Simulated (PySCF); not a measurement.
Species: C2H8BN.
InChI=1S/C2H8BN/c1-2-3-4/h3H,2,4H2,1H3

Method used: EOM-IP-CCSD/aug-cc-pVDZ in PySCF, restricted Hartree–Fock reference, 4 core orbitals frozen, non-relativistic, gas phase, PBE0-D3(BJ)/def2-SVP geometry.

Hartree–Fock orbital energies give these Koopmans values (eV): HOMO 11.60, HOMO-1 11.63, HOMO-2 12.78, HOMO-3 13.59, HOMO-4 13.74, HOMO-5 15.71, HOMO-6 16.24, HOMO-7 18.32.

Question: What vertical ionisation energies does EOM-IP-CCSD give?

Answer: 
| leading hole (HF orbital) | Koopmans (eV) | EOM-IP-CCSD (eV) | change (eV) | one-hole share |
| --- | --- | --- | --- | --- |
| HOMO-1 | 11.63 | 10.67 | -0.96 | 0.94 |
| HOMO | 11.60 | 10.70 | -0.90 | 0.96 |
| HOMO-2 | 12.78 | 11.96 | -0.82 | 0.96 |
| HOMO-3 | 13.59 | 12.58 | -1.01 | 0.95 |
| HOMO-4 | 13.74 | 12.87 | -0.87 | 0.95 |
| HOMO-5 | 15.71 | 14.60 | -1.11 | 0.95 |
| HOMO-6 | 16.24 | 15.10 | -1.14 | 0.95 |
| HOMO-7 | 18.32 | 17.03 | -1.29 | 0.94 |

Question: Does the order of the lines follow the orbital energies?

Answer: No: the HOMO-1 hole (10.67 eV) falls below the HOMO hole (10.70 eV). The corrections run from -1.29 to -0.82 eV, with a mean of -1.01 eV over the 8 lines; no line lies above its Koopmans value.

Question: At what kinetic energies would He II light (40.81 eV) eject these electrons?

Answer: 30.14 eV (HOMO-1), 30.11 eV (HOMO), 28.85 eV (HOMO-2), 28.23 eV (HOMO-3), 27.94 eV (HOMO-4), 26.21 eV (HOMO-5), 25.71 eV (HOMO-6), 23.78 eV (HOMO-7).

Question: What total energy has the lowest final state, and which wavelength reaches it?

Answer: E(CCSD) + ionisation energy = -160.21986 + 0.39215 = -159.82771 Eh, at the geometry of the initial state. The threshold wavelength is 1239.84 eV nm/10.67 eV = 116.2 nm.

Lines less than 0.15 eV apart could change places at a higher level. One root was sought for each valence orbital with −ε under 21 eV, eight at most, so deeper holes and satellites are missing; no vibrational structure.

Shape of the structure used: `[CH3:1][CH2:2][BH:3][NH2:4]`: C1–C2–B3–N4 134°, H–N4–B3–C2 178°, H–N4–B3–C2 -1°.

One conformer stands for the species.
